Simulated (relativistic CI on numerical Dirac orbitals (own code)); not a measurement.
**One change at a time: Nd XIX**

Base calculation: Dirac-Coulomb-Breit CI, KLI orbitals optimised for each configuration, model QED (radiative potential, 1s self-energy scaled to tabulated hydrogen-like ionisation energies), unscaled Slater integrals.

CI space (outside the closed core [Ar] 3d10): 4s2.4p6.4d6, 4s2.4p5.4d7, 4s2.4p6.4d5.4f, 4s.4p6.4d7, 4s2.4p5.4d6.4f, 4s2.4p6.4d5.5s, 4s2.4p6.4d5.5p, 4s.4p6.4d6.4f, 4s2.4p6.4d4.4f.5s, 4s2.4p6.4d5.5d, 4s2.4p6.4d4.5s.5p, 4s2.4p5.4d6.5s, 4s2.4p6.4d5.5f, 4s2.4p6.4d5.6s, 4s.4p6.4d6.5s, 4s2.4p6.4d5.7s, 4p6.4d7.5p, 4p6.4d8, 4p5.4d9, 4p5.4d8.4f, 4s2.4p6.4d4.5s2, 4s2.4p6.4d3.4f.5s2, 4s2.4p5.4d4.4f.5s2, 4s2.4p6.4d3.5s2.5p. Double excitations out of closed p, d and f shells are left out; levels of such configurations are missing from the list, as are those of other unlisted configurations, and high levels can miss mixing partners. These lack a partner that the ground configuration has and come out too high: 4s2.4p5.4d6.5s.

Variants: (1) P86 correlation estimate; (2) non-relativistic limit; (3) only the first configuration. Shifts of the energy above 4s2.4p6.4d6 5D_4, in cm⁻¹, for the lowest level and the first level of each name with at least 55 % of one term (blank where a level changes its place among those of its configuration and J or its character, or is not in the variant):

| Level | Base | Δ(1) | Δ(2) | Δ(3) |
| --- | --- | --- | --- | --- |
| 4s2.4p6.4d6 5D_4 | 0 | 0 | 0 | 0 |
| 4s2.4p6.4d6 5D_3 | 23798 | 0 | -23798 | +38 |
| 4s2.4p6.4d6 5D_1 | 33490 | -1 | -33490 | -525 |
| 4s2.4p6.4d6 5D_0 | 33639 | -1 | -33639 | -1604 |
| 4s2.4p6.4d6 3H_6 | 54371 | +1 | -14103 | +2813 |
| 4s2.4p6.4d6 3D_1 | 90345 | 0 |  | +48 |
| 4s2.4p6.4d6 1S_0 | 91175 | -4 |  | -4610 |
| 4s2.4p6.4d6 3D_2 | 94320 | -1 | -26610 | -1520 |
| 4s2.4p6.4d6 3D_3 | 99590 | 0 |  | +4 |
| 4s2.4p6.4d6 1I_6 | 102155 | 0 | -41328 | +3092 |
| 4s2.4p6.4d6 3P_0 | 105277 | +1 |  | +246 |
| 4s2.4p6.4d6 1F_3 | 112115 | 0 | -19242 | +186 |
| 4s2.4p6.4d6 3P_1 | 118348 | 0 |  | +546 |
| 4s2.4p6.4d6 1G_4 | 124440 | 0 | -54340 | +835 |
| 4s2.4p6.4d6 3F_4 | 151802 | -2 |  | -2662 |
| 4s2.4p6.4d6 3P_2 | 175744 | -1 |  | -1682 |
| 4s2.4p5.4d7 5G°_6 | 880194 | +1044 | -39742 |  |
| 4s2.4p5.4d7 3D°_3 | 902661 | +1037 |  |  |
| 4s2.4p5.4d7 5G°_5 | 921073 | +1042 |  |  |
| 4s2.4p5.4d7 3H°_6 | 942304 | +1040 | -63929 |  |

At this charge energies of transitions that change n are usually good to better than 1 %, and those within a shell (Δn = 0) to a few per cent. Terms inside the open d or f shell come out 10 to 20 % too wide with unscaled integrals.

Ionisation energy from the two ground configurations alone: base 522.468 eV; P86 correlation estimate 524.33 eV. The NIST ASD value (theoretical) is 522 eV.

LS names give the leading component of a level, which can be under half, so a name can repeat, a term be missing and a line seem to break the LS rules.
